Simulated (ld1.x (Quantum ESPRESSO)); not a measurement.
Configuration tests for aluminium (RRKJ)

```json
{
 "Element": "aluminium",
 "Generator": "ld1.x (Quantum ESPRESSO) 7.5",
 "Type": "norm-conserving RRKJ (Kleinman–Bylander form)",
 "Functional": "LDA (PZ)",
 "Relativity": "non-relativistic",
 "Frozen core": "[Ne]",
 "Valence charge": "3",
 "Reference configuration": "3s2 3p0 (charge +1)",
 "Partial waves": "3p (bound, empty): rc 2.70 bohr; 3s (bound): rc 1.70 bohr",
 "Local potential": "the s channel",
 "Core correction": "Bessel-smoothed model core inside 0.75 bohr"
}
```

Energies are relative to the spin-unpolarised reference configuration 3s2 3p0; without spin polarisation the order of configurations can differ from experiment. Spin-polarised rows fill each open shell by Hund’s rule, majority spin first.

| valence configuration | charge | ΔE all-electron (eV) | error AE − PS (meV) |
| --- | --- | --- | --- |
| 3s2 3p1 | 0 | -5.857 | +4.1 |
| 3s1 3p0 | +2 | 19.343 | +2.4 |
| 3s2 3p0.5 | +0.5 | -3.727 | +1.5 |
| 3s1 3p1 | +1 | 5.780 | -6.5 |
| 3s2 3p1.3 | -0.3 | -6.456 | +5.3 |
| 3s1 3p2 | 0 | -0.734 | -3.5 |
| 3s2 3p1 (spin-polarised) | 0 | -5.992 | +5.9 |

Question: What are ΔE and the potential's error for 3s0 3p3?

Answer: ΔE = 4.579 eV all-electron; the error (AE − PS) is -23 meV.

Question: What are ΔE and the potential's error for 3s1 3p0 (spin-polarised)?

Answer: ΔE = 18.916 eV all-electron; the error (AE − PS) is -0.7 meV.

Levels in the configuration 3s2 3p1 (spin-polarised):

```
  level  all-electron (eV)  pseudo (eV)
  3s up             -8.043       -8.054
  3p up             -3.009       -3.016
3s down             -7.443       -7.445
```
